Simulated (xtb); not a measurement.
AsF3, charge -1, sextet, at a GFN2-xTB geometry of the parent state (a state made from the parent by changing its charge; the spin is typed, not shown lowest); GFN2-xTB in xtb 6.7.1.

Input for xtb:
```
$ xtb mol.xyz --gfn 2 --chrg -1 --uhf 5 --json

# file mol.xyz
4

F     -1.81709754    -0.89059814     0.07325721
As     0.13359581    -0.30753965     0.03210749
F      1.89596431     0.70904560    -0.05430292
F     -0.56871808     1.30919791    -0.13668175
```

Question: Predict the main parts of the log of this xtb run.

Answer: 
```
   ID    Z sym.   atoms
    1    9 F      1, 3, 4
    2   33 As     2

           -------------------------------------------------
          |                Calculation Setup                |
           -------------------------------------------------

           -------------------------------------------------
          |                 G F N 2 - x T B                 |
           -------------------------------------------------

          ...................................................
          :                      SETUP                      :
          :.................................................:
          :  # basis functions                  22          :
          :  # atomic orbitals                  21          :
          :  # shells                            9          :
          :  # electrons                        27          :
          :  max. iterations                   250          :
          :  Hamiltonian                  GFN2-xTB          :
          :  restarted?                      false          :
          :  GBSA solvation                  false          :
          :  PC potential                    false          :
          :  electronic temp.          300.0000000     K    :
          :  accuracy                    1.0000000          :
          :  -> integral cutoff          0.2500000E+02      :
          :  -> integral neglect         0.1000000E-07      :
          :  -> SCF convergence          0.1000000E-05 Eh   :
          :  -> wf. convergence          0.1000000E-03 e    :
          :  Broyden damping             0.4000000          :
          :  net charge                         -1          :
          :  unpaired electrons                  5          :
          ...................................................

 iter      E             dE          RMSdq      gap      omega  full diag
   1    -16.1415661 -0.161416E+02  0.865E+00    3.88       0.0  T
   2    -16.2073749 -0.658088E-01  0.602E+00    3.92       1.0  T
   3    -16.1102853  0.970896E-01  0.595E+00    4.07       1.0  T
   4    -16.1960336 -0.857483E-01  0.451E+00    3.82       1.0  T
   5    -16.2156988 -0.196653E-01  0.288E+00    3.81       1.0  T
   6    -16.1359435  0.797553E-01  0.419E+00    3.83       1.0  T
   7    -16.2338666 -0.979231E-01  0.186E+00    3.83       1.0  T
   8    -16.2435948 -0.972817E-02  0.824E-01    3.83       1.0  T
   9    -16.2416227  0.197209E-02  0.975E-01    3.79       1.0  T
  10    -16.2400930  0.152973E-02  0.107E+00    3.78       1.0  T
  11    -16.2428864 -0.279345E-02  0.719E-01    3.78       1.0  T
  12    -16.2446822 -0.179579E-02  0.357E-01    3.77       1.0  T
  13    -16.2447187 -0.364533E-04  0.375E-01    3.77       1.0  T
  14    -16.2452792 -0.560503E-03  0.644E-02    3.77       1.0  T
  15    -16.2452946 -0.153714E-04  0.851E-03    3.77       5.9  T
  16    -16.2452937  0.806822E-06  0.174E-02    3.77       2.9  T
  17    -16.2452949 -0.117016E-05  0.223E-04    3.77     224.6  T
  18    -16.2452949  0.980549E-11  0.128E-04    3.77     391.3  T
  19    -16.2452949  0.237950E-09  0.256E-04    3.77     195.4  T

   *** convergence criteria satisfied after 19 iterations ***

         :::::::::::::::::::::::::::::::::::::::::::::::::::::
         ::                     SUMMARY                     ::
         :::::::::::::::::::::::::::::::::::::::::::::::::::::
         :: total energy             -16.243058058632 Eh    ::
         :: gradient norm              0.364111065691 Eh/a0 ::
         :: HOMO-LUMO gap              3.771786537327 eV    ::
         ::.................................................::
         :: SCC energy               -16.245294921228 Eh    ::
         :: -> isotropic ES            0.125681700716 Eh    ::
         :: -> anisotropic ES         -0.005264645266 Eh    ::
         :: -> anisotropic XC         -0.004672780860 Eh    ::
         :: -> dispersion             -0.001590460256 Eh    ::
         :: repulsion energy           0.002236862596 Eh    ::
         :: add. restraining           0.000000000000 Eh    ::
         :: total charge              -1.000000000000 e     ::
         :::::::::::::::::::::::::::::::::::::::::::::::::::::

           -------------------------------------------------
          |                Property Printout                |
           -------------------------------------------------

    * Orbital Energies and Occupations

         #    Occupation            Energy/Eh            Energy/eV
      -------------------------------------------------------------
         1        2.0000           -0.6122517             -16.6602
       ...           ...                  ...                  ...
         4        2.0000           -0.3496418              -9.5142
         5        2.0000           -0.3227456              -8.7824
         6        2.0000           -0.3133108              -8.5256
         7        2.0000           -0.3108374              -8.4583
         8        2.0000           -0.3079903              -8.3808
         9        1.9999           -0.3043609              -8.2821
        10        1.9973           -0.3010754              -8.1927
        11        1.6232           -0.2959384              -8.0529
        12        1.3796           -0.2949934              -8.0272
        13        1.0000           -0.2395856              -6.5195
        14        1.0000           -0.0958416              -2.6080
        15        1.0000            0.0505799               1.3763
        16        1.0000            0.0788056               2.1444 (HOMO)
        17                          0.2174162               5.9162 (LUMO)
        18                          0.2416894               6.5767
        19                          0.3487101               9.4889
        20                          0.4732489              12.8778
        21                          0.9703470              26.4045
      -------------------------------------------------------------
                  HL-Gap            0.1386106 Eh            3.7718 eV
             Fermi-level           -0.0736747 Eh           -2.0048 eV

     #   Z          covCN         q      C6AA      α(0)
     1   9 F        0.695    -0.230    11.558     4.014
     2  33 As       2.127    -0.362   243.271    29.235
     3   9 F        0.695    -0.230    11.558     4.014
     4   9 F        0.737    -0.179    11.025     3.921

 Mol. C6AA /au·bohr⁶  :        632.926567
 Mol. C8AA /au·bohr⁸  :      30917.762853
 Mol. α(0) /au        :         41.184710

Wiberg/Mayer (AO) data.
largest (>0.10) Wiberg bond orders for each atom

 ---------------------------------------------------------------------------
     #   Z sym  total        # sym  WBO       # sym  WBO       # sym  WBO
 ---------------------------------------------------------------------------
     1   9 F    0.792 --     2 As   0.649     4 F    0.105
     2  33 As   2.101 --     4 F    0.803     1 F    0.649     3 F    0.649
     3   9 F    0.792 --     2 As   0.649     4 F    0.105
     4   9 F    1.013 --     2 As   0.803     3 F    0.105     1 F    0.105
 ---------------------------------------------------------------------------

Topologies differ in total number of bonds
Writing topology from bond orders to xtbtopo.mol

molecular dipole:
                 x           y           z       tot (Debye)
 q only:        0.067      -0.153       0.016
   full:       -0.259       0.596      -0.062       1.658
molecular quadrupole (traceless):
                xx          xy          yy          xz          yz          zz
 q only:       -4.733      -2.849       0.672       0.207       0.318       4.061
  q+dip:       -5.231      -2.538      -0.391       0.158       0.587       5.621
   full:       -4.949      -2.435      -0.307       0.153       0.543       5.256

           -------------------------------------------------
          | TOTAL ENERGY              -16.243058058632 Eh   |
          | GRADIENT NORM               0.364111065691 Eh/α |
          | HOMO-LUMO GAP               3.771786537327 eV   |
           -------------------------------------------------

normal termination of xtb
```
